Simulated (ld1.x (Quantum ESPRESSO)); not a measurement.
# Plane-wave convergence, PAW potential for Ir (Z = 77)

Ir (Z = 77), PAW, made with ld1.x (Quantum ESPRESSO) 7.5 (LDA (PZ), scalar-relativistic). Core [Kr] 4d10 4f14, reference 5s2 5p6 5d7 6s1 6p1. Waves: 5s (bound): rcut 1.45, rcutus 2.00 bohr; 6s (bound): rcut 1.45, rcutus 2.00 bohr; 5p (bound): rcut 1.85, rcutus 2.25 bohr; 6p (bound): rcut 1.85, rcutus 2.25 bohr; 5d (bound): rcut 2.00, rcutus 2.25 bohr; 5d channel at 0.05 Ry: rcut 2.00, rcutus 2.25 bohr. Local part: all-electron potential smoothed inside 1.95 bohr (lloc = -2). Core correction: a·sin(br)/r model core, default radius (ld1.x builds one for every PAW set, though the input has nlcc=.false.). Augmentation charge: BESSEL, radius 1.50 bohr.

The pseudo-atom Hamiltonian at the reference potential is diagonalised in spherical Bessel functions j_l(qr) that vanish at 20 bohr, with q² up to the cutoff. All-electron valence levels (Ry): 5s -7.3631, 6s -0.5802, 5p -4.1755, 6p -0.1686, 5d -0.6700.

How do the lowest levels (Ry) of each channel move with the cutoff, and are there ghosts?

| cutoff (Ry) | s #1 | s #2 | p #1 | p #2 | p #3 | d #1 | d #2 | f #1 | f #2 | Σ f·Δε (mRy) |
| --- | --- | --- | --- | --- | --- | --- | --- | --- | --- | --- |
| 8 | -7.2875 | -0.4113 | -3.7826 | -0.1614 | 0.0264 | -0.4175 | 0.0412 | 0.0947 | 0.2112 | 4452.2 |
| 12 | -7.3547 | -0.4703 | -4.1466 | -0.1684 | 0.0252 | -0.6101 | 0.0387 | 0.0947 | 0.2112 | 719.4 |
| 15 | -7.3611 | -0.5010 | -4.1735 | -0.1685 | 0.0251 | -0.6483 | 0.0382 | 0.0947 | 0.2112 | 246.8 |
| 21 | -7.3624 | -0.5669 | -4.1749 | -0.1686 | 0.0251 | -0.6694 | 0.0378 | 0.0947 | 0.2112 | 22.7 |
| 30 | -7.3630 | -0.5794 | -4.1754 | -0.1686 | 0.0251 | -0.6697 | 0.0378 | 0.0947 | 0.2112 | 3.6 |
| 40 | -7.3631 | -0.5799 | -4.1755 | -0.1686 | 0.0251 | -0.6700 | 0.0378 | 0.0947 | 0.2112 | 1.0 |
| 45 | -7.3631 | -0.5800 | -4.1755 | -0.1686 | 0.0251 | -0.6700 | 0.0378 | 0.0947 | 0.2112 | 0.6 |
| 55 | -7.3631 | -0.5801 | -4.1755 | -0.1686 | 0.0251 | -0.6700 | 0.0378 | 0.0947 | 0.2112 | 0.3 |
| 400 | -7.3631 | -0.5802 | -4.1755 | -0.1686 | 0.0251 | -0.6700 | 0.0378 | 0.0947 | 0.2112 | 0.0 |

Result: no extra level below or beside the all-electron valence levels (s, p, d, f tested); 10 mRy is reached at 25 Ry and 1 mRy at 45 Ry.

Test run stopped at test 4 of 9 (negative rho).
